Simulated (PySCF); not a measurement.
## Spectroscopy problems

- coordinates at the GFN2-xTB level
- shielding tensors at PBE0/pcSseg-1 (GIAO)
- run in PySCF 2.14.0 with density-fitted response routines
- relativity neglected, in vacuum, equivalent nuclei averaged, single conformer

Scale: TMS for 1H, 13C (reference shieldings calculated alike). Splittings of carbon signals by F and P are missing where no couplings were computed. Where no couplings were computed, multiplicities follow the n + 1 count of equivalent neighbours, and m marks all less simple cases (inequivalent or close neighbours, rings, F or P nearby). Shifts are as computed. Against solution values, carbons near 30 ppm lie about +3 ppm off and those near 130 ppm about +5 ppm. Of 1309 compounds with measured shifts, 239 miss one by over three times the rms of a fit or turn the order of signals round; such compounds aren't used in these exercises.

Problem. C5H12Si2. 1H NMR (500 MHz, computed): δ 4.00 (m, 2H), 3.76 (m, 2H), 1.89 (m, 1H), 1.84 (m, 2H), 1.47 (s, 3H), 1.31 (m, 2H). 13C{1H} NMR (computed): δ 40.2, 34.7, 26.2, 19.0. Identify the compound.

Solution. SMILES C[C@]12C[C@H](C1)[SiH2][SiH2]2. The formula gives 2 degrees of unsaturation (2 rings in the answer). 4 carbon signals for 5 carbons: some carbons are equivalent by symmetry or fast rotation. Carbon types of the structure: 1 × C, 1 × CH, 2 × CH2, 1 × CH3, leaving 4 H on heteroatoms. δC 40.2: sp3 CH2 in a ring; a saturated carbon with 2 carbon neighbours and no heteroatom attached. δC 26.2: methyl carbon; aliphatic region, no heteroatom directly attached. δC 19.0: sp3 CH bonded to Si. δH 4.00, 3.76: hydrogen on a silicon bonded to C, Si, in a 5-membered ring.

This is the structure that produced the data.

Problem. CH7FOSi2. 1H NMR (400 MHz, computed): δ 5.60 (m, 2H), 5.25 (m, 2H), 3.62 (s, 3H). 13C{1H} NMR (computed): δ 56.1 (CH3). What is it?

Solution. SMILES F[SiH2][SiH2]OC. Rings plus π bonds: 0. Carbon types of the structure: 1 × CH3, leaving 4 H on heteroatoms. δC 56.1: methyl carbon bonded to O; the inductive effect lowers its shielding. δH 5.60: hydrogen on a silicon bonded to F, Si. δH 5.25: hydrogen on a silicon bonded to O, Si. δH 3.62: hydrogen on a methyl carbon bonded to O; its carbon carries O, an electronegative neighbour.

The shifts were computed for this structure.
